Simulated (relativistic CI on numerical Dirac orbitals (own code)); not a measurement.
Hyperfine structure of Ni⁴⁺, mass number 61

Method of calculation: Dirac-Coulomb-Breit CI, separate exchange-only KLI orbitals for each configuration, model QED (radiative potential, 1s self-energy scaled to tabulated hydrogen-like ionisation energies), valence Slater integrals scaled by 0.85, P86 correlation energy added to each configuration (own radial code, finite nucleus).

CI space (outside the closed core [Ne]): 3s2.3p6.3d6, 3s2.3p6.3d5.4s, 3s2.3p6.3d5.4p, 3s2.3p5.3d7, 3s2.3p6.3d5.4d, 3s2.3p6.3d5.5s, 3s2.3p6.3d5.5p, 3s2.3p6.3d5.4f, 3s2.3p6.3d5.5d, 3s2.3p6.3d4.4s.4p, 3s2.3p6.3d5.5g, 3s.3p6.3d7, 3s2.3p6.3d4.4s2, 3s2.3p6.3d3.4s2.4p, 3s2.3p6.3d3.4s2.4d, 3s2.3p6.3d3.4s2.5s, 3s2.3p6.3d3.4s2.5p. Double excitations out of closed p, d and f shells are left out; levels of such configurations are missing from the list, as are those of other unlisted configurations, and high levels can miss mixing partners.

Nuclear spin I = 3/2, μ = -0.74965 μN, Q = 0.162 b (tables of Stone and Pyykkö). The electronic factors are computed for point nuclear moments, without core polarisation; leaving it out makes A of s and p electrons in near-neutral atoms 20 to 40 % too small, and it can dominate for d and f shells.

```json
{"Level": "3s2.3p6.3d6 5D_4", "E (eV)": "0.0000", "A (MHz)": "-225.7", "B (MHz)": "182"}
{"Level": "3s2.3p6.3d6 5D_3", "E (eV)": "0.1073", "A (MHz)": "-165.9", "B (MHz)": "44.7"}
{"Level": "3s2.3p6.3d6 5D_2", "E (eV)": "0.1798", "A (MHz)": "-129.8", "B (MHz)": "-38.7"}
{"Level": "3s2.3p6.3d6 5D_1", "E (eV)": "0.2260", "A (MHz)": "-108.1", "B (MHz)": "-62.5"}
{"Level": "3s2.3p6.3d6 3H_6", "E (eV)": "3.1036", "A (MHz)": "-368.2", "B (MHz)": "-93.7"}
{"Level": "3s2.3p6.3d6 3H_5", "E (eV)": "3.1622", "A (MHz)": "-372.4", "B (MHz)": "-56.2"}
{"Level": "3s2.3p6.3d6 3P_2", "E (eV)": "3.1926", "A (MHz)": "-193.6", "B (MHz)": "-15.8"}
{"Level": "3s2.3p6.3d6 3H_4", "E (eV)": "3.2019", "A (MHz)": "-412.1", "B (MHz)": "-48.1"}
```

Levels with J = 0, under 50 % of one LS term, or S terms without an open s electron are left out. Small factors come from cancelling terms and can be off by tens of per cent or more.

At this charge configurations can still be misplaced by up to about 7 % of their energy. 67 of the 69 excited levels that our extract of the measured tables holds in this range could be paired (the sources list more); they are missed by 1773 cm⁻¹ on average and 4215 at most, and levels without a partner can miss by more.

Problem. Give the hyperfine levels of 3s2.3p6.3d6 5D_4 relative to its centre of gravity.

Solution. With K = F(F + 1) − I(I + 1) − J(J + 1), E = AK/2 + B[¾K(K + 1) − I(I + 1)J(J + 1)]/[2I(2I − 1)J(2J − 1)]: F = 5/2: 1782, F = 7/2: 867.3, F = 9/2: -192.3, F = 11/2: -1309 MHz.
